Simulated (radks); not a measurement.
Task: Re I, 75 electrons, occupied as [Xe] 4f13.5 5d5 6s2 6p0.5 (fractional occupations, a model configuration). Method: Dirac Kohn-Sham, BLYP, spin-unpolarised, spherical densities, point nucleus; open shells fill j = l - 1/2 first; computed with a radial shooting solver on a logarithmic mesh with Libxc functionals.

Spin-orbit splittings of the eigenvalues, e(l+1/2) - e(l-1/2), with zeta = 2 splitting/(2l+1) and mean radii in bohr:

| shell | occ. | splitting (eV) | zeta (eV) | <r> j=l-1/2 | <r> j=l+1/2 |
|---|---|---|---|---|---|
| 2p | 6 | ? | ? | 0.06246 | 0.07054 |
| 3p | 6 | 312.7 | 208.5 | 0.1870 | 0.2019 |
| 3d | 10 | 67.87 | 27.15 | 0.1765 | 0.1811 |
| 4p | 6 | 73.21 | 48.81 | 0.4445 | 0.4778 |
| 4d | 10 | 13.55 | 5.422 | 0.4923 | 0.5035 |
| 4f | 13.5 | 2.560 | 0.7315 | 0.5688 | 0.5771 |
| 5p | 6 | 11.33 | 7.555 | 1.125 | 1.226 |
| 5d | 5 | 0.9800 | 0.3920 | 1.794 | 1.872 |
| 6p | 0.5 | 0.5828 | 0.3885 | 4.162 | 4.747 |

Estimate the 2p splitting.

Result: 1440 eV (zeta = 960.1 eV).
